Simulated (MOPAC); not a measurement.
MOPAC input (AM1):

```
AM1 FORCE THERMO(298,298) PRECISE LET GEO-OK AUX(PRECISION=9) THREADS=1
H3Cl3Si2

Si   -2.28768156 1    0.16228151 1   -0.59588950 1
Si    0.08407064 1   -0.00596389 1    0.02189810 1
Cl    1.00729975 1   -1.48416610 1   -1.06627745 1
Cl    0.27706678 1   -0.45159630 1    2.01832403 1
Cl    1.05001253 1    1.77016765 1   -0.34398985 1
H    -2.94924193 1   -1.11632426 1   -0.31374430 1
H    -2.91399549 1    1.23089695 1    0.19016963 1
H    -2.39054145 1    0.47093111 1   -2.02638014 1
```

From the output:

```
     H    8   0.170556   2.864048

          HEAT OF FORMATION =    -113.465432 KCALS/MOLE

          ZERO POINT ENERGY      17.395 KCAL/MOL

           NORMAL COORDINATE ANALYSIS (Total motion = 1 Angstrom)

   Root No.       1         2         3         4         5         6         7         8

                 1 A2      1 E       1 E       2 E       2 E       1 A1      2 A1      3 E

                  47.8     104.4     104.4     154.1     154.1     173.2     329.1     392.4

           1    0.0000    0.0000   -0.0000   -0.0000   -0.0000    0.1422    0.1555   -0.0000
           2   -0.0000   -0.1107    0.0082    0.0198    0.0389    0.0000   -0.0000   -0.0233
           3    0.0000    0.0081    0.1109    0.0387   -0.0199    0.0000   -0.0000    0.0272
           4    0.0000   -0.0000    0.0000    0.0000    0.0000    0.1224   -0.0085   -0.0000
           5   -0.0000    0.0334   -0.0025   -0.0514   -0.1009    0.0000   -0.0000   -0.0111
           6    0.0000   -0.0025   -0.0335   -0.1005    0.0516    0.0000   -0.0000    0.0130
           7   -0.0000    0.1107   -0.0082   -0.0140   -0.0274   -0.0738   -0.0431    0.0087
           8    0.0000   -0.0127    0.0009   -0.0468   -0.0919    0.0768   -0.1215    0.0148
           9    0.0067   -0.0046   -0.0629    0.1189   -0.0610   -0.0000   -0.0000    0.0012
          10   -0.0000   -0.0483    0.1001    0.0306    0.0016   -0.0738   -0.0431    0.0044
          11    0.0058    0.0463    0.0295   -0.0572    0.1132   -0.0384    0.0608   -0.0051
          12   -0.0033   -0.0331   -0.0038   -0.0856   -0.0714   -0.0665    0.1052   -0.0058
          13    0.0000   -0.0624   -0.0920   -0.0166    0.0258   -0.0738   -0.0431   -0.0131
          14   -0.0058    0.0415   -0.0360    0.1250    0.0197   -0.0384    0.0608    0.0109
          15   -0.0033    0.0322   -0.0086    0.0076    0.1114    0.0665   -0.1052   -0.0196
          16    0.0000   -0.0861   -0.1268   -0.0960    0.1488    0.1386    0.1497    0.4023
          17   -0.2829   -0.1641    0.0121    0.0485    0.0945   -0.0003    0.0003    0.0745
          18   -0.1633    0.0121    0.1643    0.0941   -0.0479    0.0005   -0.0006   -0.0820
          19   -0.0000    0.1527   -0.0113   -0.0804   -0.1578    0.1386    0.1497   -0.2664
          20    0.0000   -0.1641    0.0121    0.0480    0.0941    0.0006   -0.0007    0.0717
          21    0.3266    0.0121    0.1644    0.0944   -0.0485    0.0000    0.0000   -0.0969
          22   -0.0000   -0.0666    0.1381    0.1764    0.0090    0.1386    0.1497   -0.1359
          23    0.2829   -0.1641    0.0121    0.0479    0.0948   -0.0003    0.0003    0.0860
          24   -0.1633    0.0121    0.1643    0.0938   -0.0485   -0.0005    0.0006   -0.0918

   Root No.       9        10        11        12        13        14        15        16

                 3 E       4 E       4 E       3 A1      4 A1      5 E       5 E       6 E

                 392.4     449.7     449.7     459.7     693.5     791.9     791.9    2226.1

           1    0.0000    0.0000    0.0000   -0.1317   -0.0339    0.0000   -0.0000    0.0000
           2   -0.0276   -0.0220    0.0018   -0.0000   -0.0000   -0.0157   -0.0125    0.0096
           3   -0.0236   -0.0018   -0.0227   -0.0000   -0.0000   -0.0124    0.0159   -0.0220
           4    0.0000   -0.0000   -0.0000    0.2326    0.0031    0.0000   -0.0000    0.0000
           5   -0.0132    0.1855   -0.0156    0.0000    0.0000   -0.0010   -0.0008    0.0000
           6   -0.0113    0.0152    0.1914    0.0000    0.0000   -0.0008    0.0010   -0.0001
           7    0.0103   -0.0321    0.0027   -0.0221   -0.0005   -0.0001   -0.0001    0.0000
           8    0.0176   -0.0884    0.0075   -0.0466   -0.0007    0.0001    0.0001    0.0000
           9   -0.0011   -0.0002   -0.0028    0.0000   -0.0000    0.0000   -0.0000   -0.0000
          10   -0.0128    0.0183    0.0273   -0.0221   -0.0005    0.0001   -0.0000    0.0000
          11    0.0105   -0.0272   -0.0362    0.0233    0.0003    0.0001    0.0000   -0.0000
          12    0.0192   -0.0426   -0.0660    0.0403    0.0006    0.0001   -0.0000   -0.0000
          13    0.0025    0.0138   -0.0300   -0.0221   -0.0005   -0.0000    0.0001   -0.0000
          14   -0.0035   -0.0211    0.0403    0.0233    0.0004    0.0000    0.0001    0.0000
          15    0.0029    0.0316   -0.0723   -0.0403   -0.0006    0.0000   -0.0001   -0.0000
          16   -0.0765    0.1152   -0.2510   -0.1599    0.3029    0.0225   -0.1579    0.1581
          17    0.0999    0.0909    0.0017   -0.0056    0.0518    0.3880    0.0270   -0.2321
          18    0.0815    0.0156    0.0815    0.0097   -0.0898    0.2144    0.0830    0.3985
          19   -0.3154   -0.2683    0.0227   -0.1599    0.3029    0.1236    0.0987   -0.0638
          20    0.0849    0.0745   -0.0063    0.0112   -0.1037   -0.0457   -0.0365   -0.1859
          21    0.0843    0.0078    0.0984   -0.0000    0.0000    0.2770   -0.3565   -0.0142
          22    0.3919    0.1532    0.2284   -0.1599    0.3029   -0.1462    0.0592   -0.0944
          23    0.0900    0.0894   -0.0170   -0.0056    0.0518    0.1169    0.3758    0.1484
          24    0.0699   -0.0025    0.0830   -0.0097    0.0898   -0.1299   -0.1917    0.2321

   Root No.      17        18

                 6 E       5 A1

                2226.1    2227.9

           1    0.0000   -0.0101
           2   -0.0238   -0.0000
           3   -0.0104   -0.0000
           4    0.0000   -0.0002
           5   -0.0001   -0.0000
           6   -0.0000   -0.0000
           7   -0.0000   -0.0000
           8   -0.0000   -0.0001
           9    0.0000    0.0000
          10    0.0000   -0.0000
          11   -0.0000    0.0001
          12   -0.0000    0.0000
          13   -0.0000   -0.0000
          14   -0.0000   -0.0000
          15    0.0000   -0.0001
          16   -0.0191    0.0973
          17    0.0134   -0.1575
          18   -0.0566    0.2729
          19    0.1575    0.0973
          20    0.4595    0.3151
          21   -0.0067   -0.0000
          22   -0.1384    0.0973
          23    0.1933   -0.1576
          24    0.3546   -0.2729

           MASS-WEIGHTED COORDINATE ANALYSIS (NORMAL COORDINATES)

   Root No.       1         2         3         4         5         6         7         8

                 1 A2      1 E       1 E       2 E       2 E       1 A1      2 A1      3 E

                  47.8     104.4     104.4     154.1     154.1     173.2     329.1     392.4

           1    0.0000    0.0000   -0.0000   -0.0000   -0.0000    0.5019    0.5195   -0.0000
           2   -0.0000   -0.5012    0.0391    0.0725    0.1436    0.0000   -0.0000   -0.2001
           3    0.0000    0.0391    0.5012    0.1436   -0.0725    0.0000   -0.0000    0.2354
           4    0.0000   -0.0000    0.0000    0.0000    0.0000    0.4322   -0.0284   -0.0000
           5   -0.0000    0.1514   -0.0118   -0.1884   -0.3729    0.0000   -0.0000   -0.0956
           6    0.0000   -0.0118   -0.1514   -0.3729    0.1884    0.0000   -0.0000    0.1124
           7   -0.0000    0.5631   -0.0441   -0.0575   -0.1137   -0.2928   -0.1617    0.0842
           8    0.0000   -0.0644    0.0050   -0.1927   -0.3815    0.3046   -0.4561    0.1431
           9    0.0696   -0.0249   -0.3194    0.4952   -0.2502   -0.0000   -0.0000    0.0117
          10   -0.0000   -0.2434    0.5097    0.1272    0.0071   -0.2928   -0.1617    0.0432
          11    0.0603    0.2364    0.1487   -0.2402    0.4678   -0.1523    0.2280   -0.0497
          12   -0.0348   -0.1686   -0.0186   -0.3541   -0.2977   -0.2638    0.3950   -0.0569
          13    0.0000   -0.3197   -0.4656   -0.0697    0.1066   -0.2928   -0.1617   -0.1274
          14   -0.0603    0.2104   -0.1836    0.5191    0.0843   -0.1523    0.2280    0.1061
          15   -0.0348    0.1637   -0.0445    0.0295    0.4616    0.2638   -0.3950   -0.1896
          16    0.0000   -0.0743   -0.1083   -0.0678    0.1036    0.0927    0.0947    0.6575
          17   -0.4964   -0.1407    0.0110    0.0336    0.0661   -0.0002    0.0002    0.1211
          18   -0.2866    0.0110    0.1407    0.0661   -0.0332    0.0004   -0.0004   -0.1344
          19   -0.0000    0.1309   -0.0102   -0.0558   -0.1105    0.0927    0.0947   -0.4334
          20    0.0000   -0.1407    0.0110    0.0333    0.0659    0.0004   -0.0004    0.1167
          21    0.5731    0.0110    0.1407    0.0664   -0.0335    0.0000    0.0000   -0.1586
          22   -0.0000   -0.0566    0.1185    0.1236    0.0069    0.0927    0.0947   -0.2241
          23    0.4964   -0.1407    0.0110    0.0333    0.0663   -0.0002    0.0002    0.1399
          24   -0.2866    0.0110    0.1407    0.0659   -0.0335   -0.0004    0.0004   -0.1504

   Root No.       9        10        11        12        13        14        15        16

                 3 E       4 E       4 E       3 A1      4 A1      5 E       5 E       6 E

                 392.4     449.7     449.7     459.7     693.5     791.9     791.9    2226.1

           1    0.0000    0.0000    0.0000   -0.4536   -0.3067    0.0000   -0.0000    0.0000
           2   -0.2354   -0.0924    0.0078   -0.0000   -0.0000   -0.1395   -0.1096    0.0825
           3   -0.2001   -0.0078   -0.0924   -0.0000   -0.0000   -0.1096    0.1395   -0.1892
           4    0.0000   -0.0000   -0.0000    0.8012    0.0278    0.0000   -0.0000    0.0000
           5   -0.1124    0.7788   -0.0664    0.0000    0.0000   -0.0085   -0.0067    0.0003
           6   -0.0956    0.0664    0.7788    0.0000    0.0000   -0.0067    0.0085   -0.0007
           7    0.0985   -0.1514    0.0128   -0.0855   -0.0049   -0.0011   -0.0010    0.0002
           8    0.1682   -0.4171    0.0356   -0.1803   -0.0072    0.0007    0.0006    0.0000
           9   -0.0101   -0.0011   -0.0130    0.0000   -0.0002    0.0003   -0.0003   -0.0000
          10   -0.1222    0.0868    0.1247   -0.0855   -0.0049    0.0014   -0.0004    0.0000
```
